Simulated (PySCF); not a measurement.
Geometry:
```csv
atom,x (Å),y (Å),z (Å)
F1,-1.396,1.352,-0.716
C2,-1.722,0.058,-0.400
C3,-0.471,-0.799,-0.434
F4,-0.882,-2.102,-0.227
C5,0.534,-0.400,0.613
C6,2.009,-0.409,0.347
C7,1.453,0.762,0.385
H8,-2.462,-0.322,-1.124
H9,-2.171,0.033,0.609
H10,-0.013,-0.728,-1.437
H11,0.163,-0.602,1.634
H12,2.893,-1.033,0.240
H13,1.509,1.845,0.323
```

Geometry: PBE0-D3(BJ)/def2-SVP; GIAO shifts from PySCF 2.14, gas phase, non-relativistic, averaged over equivalent atoms.

At PBE0/STO-3G (41 basis functions, 2.6 s wall time on 1 thread of an Intel Xeon 6975P-C, shared host):
```tsv
atoms	δ (ppm)
F4	-132.3
F1	-149.8
C6	101.0
C7	100.0
C3	65.1
C2	58.8
C5	18.4
H12	6.20
H13	6.07
H8	2.24
H9	2.24
H10	1.61
H11	0.91
```

Referencing at the same level of theory: ¹⁹F (304.40 ppm) against CFCl3; TMS for ¹³C (234.69 ppm), ¹H (32.60 ppm).

Q: What do these become at PBE0/def2-SVP?

A: 
| atoms | δ at PBE0/def2-SVP | change |
| --- | --- | --- |
| F4 | -197.1 | -64.8 |
| F1 | -227.4 | -77.6 |
| C6 | 115.0 | +14.0 |
| C7 | 113.2 | +13.2 |
| C3 | 93.5 | +28.4 |
| C2 | 80.1 | +21.3 |
| C5 | 20.9 | +2.5 |
| H12 | 7.33 | +1.13 |
| H13 | 7.07 | +1.00 |
| H8 | 4.26 | +2.02 |
| H9 | 4.09 | +1.85 |
| H10 | 3.37 | +1.76 |
| H11 | 1.51 | +0.60 |

δ = σ(ref) − σ, references computed at the same level: ¹⁹F (214.64 ppm) against CFCl3; ¹³C (193.72 ppm) and ¹H (31.34 ppm) vs TMS.

The largest change is at F1 (fluorine on an sp3 carbon). Cost: 128 basis functions, 11 s wall time on 1 thread of an Arm Neoverse V2, shared host. The order of the carbon signals is the same at both levels.

Unscaled 19F shifts against computed CFCl3 carry errors that often reach 10 to 50 ppm.
